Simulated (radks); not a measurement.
Results of a calculation; reference values are marked as such.
The technetium ion Tc+ inside a hard spherical wall (all orbitals vanish at R), configuration held at [Kr] 4d5 5s1 and not refilled when levels cross. Level of theory: scalar-relativistic Kohn-Sham, PBE, spin-polarised, spherical densities, finite nucleus; open shells are filled with parallel spins first (spin-orbit coupling, left out, can overturn this in heavy ions); Fermi nuclear charge, rms radius 4.4112 fm (a radial shooting solver on a logarithmic mesh with Libxc functionals). Eigenvalues in eV for spin up, with the zero of energy where the potential of the charges vanishes at infinity; a dash marks a level that is unbound or too diffuse for the functional's potential to be trusted. A positive occupied level is held by the wall or, in an anion where self-interaction has pushed it up, behind a barrier. The pressure on the wall is -dE/dV.

R (bohr)  E (hartree)  kinetic (hartree)    e(4s)    e(4p)    e(4d)    e(5s)  e(5p, empty)  e(6s, empty)  pressure (GPa)
free      -4285.42600           4424.933  -81.900  -54.011  -15.323  -12.157        -7.366             -               0
20        -4285.42600           4424.933  -81.900  -54.011  -15.323  -12.157        -7.366             -        < 0.0001
15        -4285.42600           4424.933  -81.900  -54.011  -15.323  -12.157        -7.366             -        < 0.0001
8         -4285.42538           4424.941  -81.867  -53.978  -15.294  -12.122        -7.224        -0.935          0.0357
7         -4285.42309           4424.962  -81.783  -53.895  -15.218  -12.020        -6.947         1.336           0.211
5         -4285.36922           4425.298  -80.713  -52.854  -14.260  -10.403        -4.025        15.695            7.88
4         -4285.16798           4426.286  -78.330  -50.575  -12.015   -5.866         2.581        38.998            58.9
3.5       -4284.85079           4427.682  -75.715  -48.086   -9.333    0.147        10.579        62.912             182
2.5       -4281.86192           4439.697  -61.828  -34.193    7.623   42.718        61.258        187.71            2740
